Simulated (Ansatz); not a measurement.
Z-matrix (Å, degrees):
```
C
F 1 1.330
F 1 1.341 2 107.5
F 1 1.324 2 108.2 3 -116.5
O 1 1.338 2 111.5 3 122.8
Si 5 1.654 1 129.0 2 -91.2
Cl 6 2.024 5 110.1 1 54.7
Cl 6 2.019 5 104.5 1 173.9
H 6 1.467 5 110.8 1 -67.0
```

The species carries charge 0 and has multiplicity 1.

List the PBE/def2-TZVPP orbital energies in eV (Ansatz 0.2.0). (Best estimate.)

The calculation gave: Occupied: -2739.71, -2739.67, -1782.58, -661.41, -661.35, -661.30, -512.09, -277.13, -250.30, -250.26, -190.99, -190.95, -190.82, -190.82, -190.79, -190.79, -140.06, -96.84, -96.83, -96.74, -33.90, -31.29, -31.22, -27.56, -21.70, -21.06, -18.05, -16.15, -15.40, -15.37, -13.22, -11.80, -11.71, -11.34, -11.23, -11.13, -10.57, -10.41, -9.97, -9.62, -9.18, -8.89, -8.59, -8.47, -8.34. Lowest empty: -0.88, -0.45, -0.41, 0.73, 1.91, 2.57, 2.73, 3.03.
